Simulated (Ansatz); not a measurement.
The cluster Be₂S₂. The state is a singlet with charge 0. Geometry PBE-D4/def2-TZVP, basis def2-TZVP, Ansatz.

```xyz
4

Be    0.5533    0.4531   -1.1912
Be   -0.4162   -1.1840   -0.5969
S     0.3873    1.2890    0.5518
S    -0.5244   -0.5581    1.2363
```

| run | HOMO (eV) | LUMO (eV) |
| --- | --- | --- |
| A | -5.32 | -3.35 |
| B | -7.23 | -1.78 |
| C | -6.35 | -2.56 |
| D | -5.48 | -3.11 |

Another isomer (singlet) lies 3.56 eV lower at PBE0-D4/def2-TZVP; other spin states weren't run for this one.

Task: The runs used BHLYP, PBE, PBE0, r2SCAN. Estimate which is which.

Result: A PBE (0 % exact exchange); B BHLYP (50 % exact exchange); C PBE0 (25 % exact exchange); D r2SCAN (0 % exact exchange). Exact exchange lowers occupied and raises empty levels; among semilocal functionals meta-GGAs tend to open the gap a little, and such runs are hard to tell apart. The gap grows from 1.97 eV (PBE) to 5.45 eV (BHLYP).
